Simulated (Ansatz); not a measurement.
`F[SiH2][S][GeH3]` and `BCS[SiH2]F` differ in one atom or group.

Ansatz, PBE0-D4/def2-TZVP geometries, multiplicity 1. Each molecule was computed in one conformer, which needn't be the lowest.

Scalar relativity is left out up to krypton.

```
                                      property  `F[SiH2][S][GeH3]`
           LUMO energy (B3LYP/def2-TZVPP) / eV               -0.63
             LUMO energy (PBE/def2-TZVPP) / eV               -1.27
         HOMO–LUMO gap (B3LYP/def2-TZVPP) / eV                6.88
         LUMO energy (ωB97M-V/def2-TZVPP) / eV                1.47
       HOMO–LUMO gap (ωB97M-V/def2-TZVPP) / eV               11.39
zero-point energy (PBE0-D4/def2-TZVP) / kJ/mol               121.0
```

(1) Give the same properties after the change, and the shifts. (Estimate.)

## Answers

(1) The calculation gave: 
```
                                      property  `BCS[SiH2]F`  shift
           LUMO energy (B3LYP/def2-TZVPP) / eV         -2.04  -1.41
             LUMO energy (PBE/def2-TZVPP) / eV         -2.85  -1.58
         HOMO–LUMO gap (B3LYP/def2-TZVPP) / eV          5.12  -1.76
         LUMO energy (ωB97M-V/def2-TZVPP) / eV          0.15  -1.32
       HOMO–LUMO gap (ωB97M-V/def2-TZVPP) / eV          9.77  -1.62
zero-point energy (PBE0-D4/def2-TZVP) / kJ/mol         181.6   60.6
```

With PBE0 the HOMO rises by 0.35 eV and the LUMO falls by 1.42 eV, so the gap narrows by about 1.77 eV. PBE moves the HOMO by 0.34 eV and ωB97M-V by 0.31 eV. The zero-point energy changes by 60.6 kJ/mol with +6 modes.

Positive LUMOs are unbound, so they and the gaps depend on the basis.

B3LYP here is the variant with VWN-RPA as its local correlation; programs differ in this.
